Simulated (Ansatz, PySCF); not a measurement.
CH8FNSi2, SMILES N[C@H]([SiH3])[SiH2]F. Atoms are numbered in the order given.

```xyz
13

N     -0.0772    -1.7248     0.9590
C      0.2517    -0.7587    -0.0865
Si     1.7835     0.2487     0.3847
Si    -1.2789     0.3271    -0.1342
F     -1.2158     1.3469    -1.4057
H      0.7327    -2.2512     1.2805
H     -0.7663    -2.4031     0.6409
H      0.4606    -1.1865    -1.0915
H      2.1543     1.1526    -0.7434
H      1.5359     1.0546     1.6173
H      2.9117    -0.6991     0.6555
H     -1.3875     1.1450     1.1032
H     -2.4845    -0.5361    -0.3077
```
Charge 0, spin multiplicity 1.

Geometry optimised at PBE0-D3(BJ)/def2-SVP. The structure was generated by enumeration; whether it is a known compound was not checked. Other conformers were not sampled.

Two levels are set side by side: PBE-D3(BJ)/def2-SVP (Ansatz, a quantum-chemistry and plane-wave program) and PBE0-D3(BJ)/def2-SVP (Ansatz). Each level has its own optimised geometry; the coordinates shown are those of the second. Frequencies come from the Hessian of PySCF at each geometry. Differences are taken from unrounded values.

| quantity | PBE0-D3(BJ) |
|---|---|
| mean bond length (Å) | 1.456 |
| bond N1–C2 (Å) | 1.461 |
| bond C2–Si3 (Å) | 1.893 |
| bond C2–Si4 (Å) | 1.877 |
| bond Si4–F5 (Å) | 1.631 |
| bond N1–H6 (Å) | 1.018 |
| bond N1–H7 (Å) | 1.018 |
| bond C2–H8 (Å) | 1.112 |
| bond Si3–H9 (Å) | 1.492 |
| bond Si3–H10 (Å) | 1.493 |
| bond Si3–H11 (Å) | 1.498 |
| bond Si4–H12 (Å) | 1.487 |
| bond Si4–H13 (Å) | 1.493 |
| highest harmonic wavenumber (cm⁻¹) | 3617 |
| mean harmonic wavenumber (cm⁻¹) | 1194 |
| zero-point energy (kcal/mol) | 56.32 |

What does PBE-D3(BJ) give, and how far is it from PBE0-D3(BJ)? (The exact figures need the calculation; the answer reports its results.)


| quantity | PBE-D3(BJ) | PBE-D3(BJ) minus PBE0-D3(BJ) |
|---|---|---|
| mean bond length (Å) | 1.467 | 0.011 |
| bond N1–C2 (Å) | 1.471 | 0.010 |
| bond C2–Si3 (Å) | 1.903 | 0.010 |
| bond C2–Si4 (Å) | 1.891 | 0.014 |
| bond Si4–F5 (Å) | 1.646 | 0.015 |
| bond N1–H6 (Å) | 1.028 | 0.010 |
| bond N1–H7 (Å) | 1.028 | 0.010 |
| bond C2–H8 (Å) | 1.121 | 0.009 |
| bond Si3–H9 (Å) | 1.502 | 0.010 |
| bond Si3–H10 (Å) | 1.503 | 0.010 |
| bond Si3–H11 (Å) | 1.509 | 0.011 |
| bond Si4–H12 (Å) | 1.499 | 0.011 |
| bond Si4–H13 (Å) | 1.505 | 0.012 |
| highest harmonic wavenumber (cm⁻¹) | 3483 | -133 |
| mean harmonic wavenumber (cm⁻¹) | 1152 | -42 |
| zero-point energy (kcal/mol) | 54.35 | -1.97 |

Exact exchange shortens and stiffens bonds; PBE has none. Differences between two approximate levels are no errors against the true value.
